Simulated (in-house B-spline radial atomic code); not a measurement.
A fraction x of an electron is removed from 6s in neutral erbium, starting from [Xe] 4f12 6s2 and keeping the highest spin. Computed with a radial B-spline atomic code at the basis-set limit: scalar-relativistic (X2C) AM05, spin-polarised, spherical fractional occupations, Fermi nucleus of rms radius 5.2516 fm.

| x | E(x) - E(0) (eV) | 6s down level (eV) |
| --- | --- | --- |
| 0 | 0.0000 | -3.758 |
| 0.04 | 0.1539 | -3.937 |
| 0.16 | 0.6587 | -4.478 |
| 0.26 | 1.1293 | -4.934 |
| 0.44 | 2.0916 | -5.761 |
| 0.5 | 2.4456 | -6.038 |
| 0.56 | 2.8162 | -6.316 |
| 0.66 | 3.4711 | -6.782 |
| 0.8 | 4.4665 | -7.441 |
| 0.93 | 5.4746 | -8.074 |
| 1 | 6.0524 | - |

The exact functional would give a straight line between the two integer points. Deviations E(x) - E(0) - x[E(1) - E(0)], in eV: -0.088 at x = 0.04, -0.31 at x = 0.16, -0.444 at x = 0.26, -0.571 at x = 0.44, -0.581 at x = 0.5, -0.573 at x = 0.56, -0.523 at x = 0.66, -0.375 at x = 0.8, -0.154 at x = 0.93.

The curve lies below the straight line by up to 0.581 eV (at x = 0.5): convex, the delocalisation error that favours fractional charges.

(1) How well does Slater's transition state (minus the level at half occupation) give the ionisation energy?

## Answers

(1) It gives 6.038 eV against 6.052 eV from the two total energies; NIST lists 6.11 eV, ground level to ground level.
